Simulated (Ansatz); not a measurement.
Consider the redistribution: `[AlH2][CH2][CH2][GeH3]` + `[Cl][Al]([Cl])[I]` → `[Cl][Al]([Cl])[GeH3]` + `[AlH2][CH2]CI`.

Isolated molecules relaxed with PBE0-D4/def2-TZVP in Ansatz; ΔE leaves out vibrations. CCSD(T)/CBS adds triple-zeta CCSD(T) − MP2 to the extrapolated MP2 energy (def2 sets, frozen cores). Functionals use def2-TZVPP. def2 core potentials past Kr. For Ge, I outer-core shells are correlated without core-valence functions, which leaves a few kJ/mol of doubt a bond. Scalar relativity is left out up to krypton. One conformer a species, not always the lowest.

Task: Is it downhill or uphill in electronic energy at CCSD(T)/CBS, and by how much? (An estimate is asked.)

Result: Computed: Uphill: ΔE = +125.2 kJ/mol.

Task: What do these levels give: PBE0-D4, ωB97X-V, PBE0, MP2/def2-TZVPP, HF/def2-QZVPP, HF/CBS(def2)? (Estimate.)

Result: Ansatz gave: PBE0-D4 118.5, ωB97X-V 125.0, PBE0 116.7, MP2/def2-TZVPP 134.3, HF/def2-QZVPP 135.1, HF/CBS(def2) 135.0 kJ/mol.

Largest T1 diagnostic among the species: 0.011.

From PBE to PBE0 (25 % exact exchange), in def2-TZVPP and without D4, ΔE moves by +11.1 kJ/mol. The D4 term adds +3.4 kJ/mol with B3LYP and +1.8 kJ/mol with PBE0; it sums over pairs of atoms, weighted by their polarisabilities, and B3LYP, whose exchange is more repulsive, gets the larger term.

B3LYP here is the variant with VWN-RPA as its local correlation; programs differ in this.
